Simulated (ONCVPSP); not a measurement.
**PBE ONCV dataset for Co, scalar-relativistic all-electron reference.**

Input for ONCVPSP 4.0.1:

```
# ATOM AND REFERENCE CONFIGURATION
# atsym  z   nc   nv     iexc    psfile
  Co 27.00    3    4        4      upf
#
#   n    l    f
    1    0    2.00
    2    0    2.00
    2    1    6.00
    3    0    2.00
    3    1    6.00
    3    2    7.00
    4    0    1.00
#
# PSEUDOPOTENTIAL AND OPTIMIZATION
# lmax
    2
#
#   l,   rc,      ep,       ncon, nbas, qcut
    0    1.05    0.00    4    7   15.20
    1    1.30    0.00    4    8   11.20
    2    1.20    0.00    4    8   13.60
#
# LOCAL POTENTIAL
# lloc, lpopt,  rc(5),   dvloc0
    4    5    1.00    0.00
#
# VANDERBILT-KLEINMAN-BYLANDER PROJECTORs
# l, nproj, debl
    0    2    1.60
    1    2    0.60
    2    2    2.40
#
# MODEL CORE CHARGE
# icmod, fcfact, rcfact
    0    0.00    0.00
#
# LOG DERIVATIVE ANALYSIS
# epsh1, epsh2, depsh
   -6.00    5.00    0.04
#
# OUTPUT GRID
# rlmax, drl
    6.00    0.01
#
# TEST CONFIGURATIONS
# ncnf
    4
# nvcnf
#   n    l    f
    4
    3    0    2.00
    3    1    6.00
    3    2    7.00
    4    0    2.00
#
    4
    3    0    2.00
    3    1    6.00
    3    2    7.00
    4    0    0.00
#
    4
    3    0    2.00
    3    1    6.00
    3    2    6.00
    4    0    0.00
#
    4
    3    0    2.00
    3    1    6.00
    3    2    5.00
    4    0    0.00
#
```

Command:

```bash
oncvpsp.x < Co.dat > Co.out
```

Resulting log (shortened: citation, most of the input echo, consistency checks and plot data are left out):

```
ONCVPSP  (Optimized Norm-Conservinng Vanderbilt PSeudopotential)
scalar-relativistic version 4.0.1

#   n    l    f        energy (Ha)
    1    0    2.00    -2.7936759E+02
    2    0    2.00    -3.3356916E+01
    2    1    6.00    -2.8614568E+01
    3    0    2.00    -4.0874579E+00
    3    1    6.00    -2.7367660E+00
    3    2    7.00    -6.2324404E-01
    4    0    1.00    -4.6903058E-01

Reference configufation results
  iterations    31
  all-electron total energy (Ha)   -1.39281409D+03

Begin loop to  construct optimized pseudo wave functions
and semi-local pseudopoentials for all angular momenta

Calculating optimized projector #   1

 for l=   0

    Fraction of norm inside rc  0.840374
    Optimizing pswf for qcut=  15.21 a_B^-1,  ecut= 115.73 Ha
    Residual kinetic energy error=  6.71D-08 Ha

    Energy error per electron        Cutoff
         Ha          eV             Ha
         0.01000     0.27211       54.06
         0.00100     0.02721       69.47
         0.00010     0.00272       82.98
         0.00001     0.00027       94.43

Calculating optimized projector #   2

 for l=   0

    Fraction of norm inside rc  0.035311
    Optimizing pswf for qcut=  15.21 a_B^-1,  ecut= 115.73 Ha
    Residual kinetic energy error=  5.96D-09 Ha

    Energy error per electron        Cutoff
         Ha          eV             Ha
         0.01000     0.27211       38.02
         0.00100     0.02721       56.20
         0.00010     0.00272       72.17
         0.00001     0.00027       85.35

WARNING wellstate: negative energy specified for n= 4 l=  1
WARNING scattering state with energy  0.25000000
WARNING will be used for the first projector

   Wellstate for l =  1  n =  5
     eigenvalue =   0.2500
     asymptotic potential =   0.7500
     half-point radius =  6.0800

Calculating optimized projector #   1

 for l=   1

    Fraction of norm inside rc  0.915288
    Optimizing pswf for qcut=  11.21 a_B^-1,  ecut=  62.79 Ha
    Residual kinetic energy error=  6.51D-08 Ha

    Energy error per electron        Cutoff
         Ha          eV             Ha
         0.01000     0.27211       29.76
         0.00100     0.02721       38.33
         0.00010     0.00272       45.72
         0.00001     0.00027       52.06

Calculating optimized projector #   2

 for l=   1

    Fraction of norm inside rc  0.025530
    Optimizing pswf for qcut=  11.21 a_B^-1,  ecut=  62.79 Ha
    Residual kinetic energy error=  4.99D-09 Ha

    Energy error per electron        Cutoff
         Ha          eV             Ha
         0.01000     0.27211       19.35
         0.00100     0.02721       28.93
         0.00010     0.00272       37.53
         0.00001     0.00027       45.00

   Wellstate for l =  2  n =  5
     eigenvalue =   1.7768
     asymptotic potential =   2.2768
     half-point radius =  3.3092

Calculating optimized projector #   1

 for l=   2

    Fraction of norm inside rc  0.695800
    Optimizing pswf for qcut=  13.61 a_B^-1,  ecut=  92.55 Ha
    Residual kinetic energy error=  8.49D-07 Ha

    Energy error per electron        Cutoff
         Ha          eV             Ha
         0.01000     0.27211       57.90
         0.00100     0.02721       69.48
         0.00010     0.00272       78.67
         0.00001     0.00027       85.22

Calculating optimized projector #   2

 for l=   2

    Fraction of norm inside rc  0.057519
    Optimizing pswf for qcut=  13.61 a_B^-1,  ecut=  92.55 Ha
    Residual kinetic energy error=  1.55D-06 Ha

    Energy error per electron        Cutoff
         Ha          eV             Ha
         0.01000     0.27211       53.17
         0.00100     0.02721       67.39
         0.00010     0.00272       78.38
         0.00001     0.00027       86.21

Construct Vanderbilt / Kleinmman-Bylander projectors

B matrix Hermiticity error, ll=   0
   1   2    4.2557E-04

  Orthonormal projector coefficients  3.1707E+01  1.9604E+00

B matrix Hermiticity error, ll=   1
   1   2   -2.2647E-04

  Orthonormal projector coefficients  2.2345E+00 -9.4781E-02

B matrix Hermiticity error, ll=   2
   1   2   -2.2069E-04

  Orthonormal projector coefficients -1.1623E+01 -3.0042E+00

Pseudoatom total energy -144.113967

Diagnostic tests using Vanderbilt-Kleinman-Bylander pseudopotentials
  1 or more projectors used as specified by nproj input data

   l    rcore       rmatch      e in        delta e   norm test  slope test

   0   1.0517462   1.0836795  -4.0874579   0.0002469   1.0000902   1.0001677
   0   1.0517462   1.0836795  -0.4690306   0.0000365   1.0004340   1.0001118

   1   1.3044825   1.3440894  -2.7367660  -0.0000031   1.0001829   1.0001900
   1   1.3044825   1.3440894   0.2500000   0.0000192   1.0002662   1.0002662

   2   1.2068812   1.2435247  -0.6232440  -0.0000045   1.0001127   1.0001214
   2   1.2068812   1.2435247   1.7767560   0.0000225   1.0002996   1.0002996

 Testing for bound ghosts
   n   l    E NL Schr. Eq   E Basis Diag.   E Cutoff

   1   0       -4.087211       -4.087153    170.83
   2   0       -0.468994       -0.127478    170.83

   2   1       -2.736769       -2.736755    178.57

   3   2       -0.623249       -0.616505    236.44

 Testing for highly-localized positive-energy ghosts
       l    <radius>/rc     E Basis Diag.   E Cutoff

Test configuration 0

   n   l     f        eae           eps        diff
   1   0  2.0000 -279.36759378
   2   0  2.0000  -33.35691557
   2   1  6.0000  -28.61456758
   3   0  2.0000   -4.08745788   -4.08721096    2.47D-04
   3   1  6.0000   -2.73676600   -2.73676906   -3.06D-06
   3   2  7.0000   -0.62324404   -0.62324852   -4.49D-06
   4   0  1.0000   -0.46903058   -0.46899408    3.65D-05

    Total energies and differences
      AE_ref= -1.39281409D+03  AE_tst= -1.39281409D+03  dif=  0.00D+00
      PS_ref= -1.44113967D+02  PS_tst= -1.44113967D+02  dif=  1.34D-12
      PSP excitation error= -1.34D-12

Test configuration 1

   n   l     f        eae           eps        diff
   1   0  2.0000 -279.04129361
   2   0  2.0000  -33.03777093
   2   1  6.0000  -28.29482653
   3   0  2.0000   -3.76330270   -3.76317418    1.29D-04
   3   1  6.0000   -2.41210144   -2.41230728   -2.06D-04
   3   2  7.0000   -0.30149814   -0.30138067    1.17D-04
   4   0  2.0000   -0.20102196   -0.20103058   -8.62D-06

    Total energies and differences
      AE_ref= -1.39281409D+03  AE_tst= -1.39314596D+03  dif= -3.32D-01
      PS_ref= -1.44113967D+02  PS_tst= -1.44445858D+02  dif= -3.32D-01
      PSP excitation error=  2.40D-05

Test configuration 2

   n   l     f        eae           eps        diff
   1   0  2.0000 -279.74961545
   2   0  2.0000  -33.72818336
   2   1  6.0000  -28.98672406
   3   0  2.0000   -4.46431717   -4.46394616    3.71D-04
   3   1  6.0000   -3.11384592   -3.11360629    2.40D-04
   3   2  7.0000   -0.99457889   -0.99477832   -1.99D-04

    Total energies and differences
      AE_ref= -1.39281409D+03  AE_tst= -1.39219723D+03  dif=  6.17D-01
      PS_ref= -1.44113967D+02  PS_tst= -1.43497132D+02  dif=  6.17D-01
      PSP excitation error=  2.14D-05

Test configuration 3

   n   l     f        eae           eps        diff
   1   0  2.0000 -280.48161099
   2   0  2.0000  -34.48219464
   2   1  6.0000  -29.73874515
   3   0  2.0000   -5.17238321   -5.17231236    7.08D-05
   3   1  6.0000   -3.81319088   -3.81367816   -4.87D-04
   3   2  6.0000   -1.65982375   -1.65871465    1.11D-03

    Total energies and differences
      AE_ref= -1.39281409D+03  AE_tst= -1.39087905D+03  dif=  1.94D+00
      PS_ref= -1.44113967D+02  PS_tst= -1.42179158D+02  dif=  1.93D+00
      PSP excitation error=  2.34D-04

Test configuration 4

   n   l     f        eae           eps        diff
   1   0  2.0000 -281.33817360
   2   0  2.0000  -35.36753926
   2   1  6.0000  -30.62191836
   3   0  2.0000   -5.97698123   -5.97568000    1.30D-03
   3   1  6.0000   -4.60705332   -4.60711055   -5.72D-05
   3   2  5.0000   -2.42381713   -2.41817228    5.64D-03

    Total energies and differences
      AE_ref= -1.39281409D+03  AE_tst= -1.38884491D+03  dif=  3.97D+00
      PS_ref= -1.44113967D+02  PS_tst= -1.40147951D+02  dif=  3.97D+00
      PSP excitation error=  3.16D-03
```

The run took about 4.2 s on one core of a shared server CPU.
